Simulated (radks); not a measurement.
Question: Coherent X-ray form factor from a spherical all-electron density. Method: Dirac Kohn-Sham, BLYP, spin-unpolarised, spherical densities, finite nucleus; Fermi nuclear charge, rms radius of each element as measured or else 0.836 A^(1/3) + 0.57 fm; computed with a radial shooting solver on a logarithmic mesh with Libxc functionals.

| sin(theta)/lambda (1/angstrom) | f0 (electrons) |
|---|---|
| 0.05 | 66.074 |
| 0.1 | 63.696 |
| 0.15 | 60.568 |
| 0.2 | 57.136 |
| 0.25 | 53.626 |
| 0.3 | 50.196 |
| 0.4 | 43.966 |
| 0.5 | 38.746 |
| 0.6 | 34.387 |
| 0.8 | 27.527 |
| 1 | 22.610 |
| 1.25 | 18.614 |
| 1.5 | 16.114 |
| 2 | 12.614 |

The species is in the configuration that NIST lists as its ground one. Which atom or ion scatters so?

Answer: The erbium ion Er+, [Xe] 4f12 6s1. Extrapolating in s^2 from the first two rows gives f0(0) = 66.9, near the electron count 67; among species with that count, the fall with angle is slower the higher Z, and the table is that of Z = 68; from so few rows the species is fixed only to a neighbour or two.
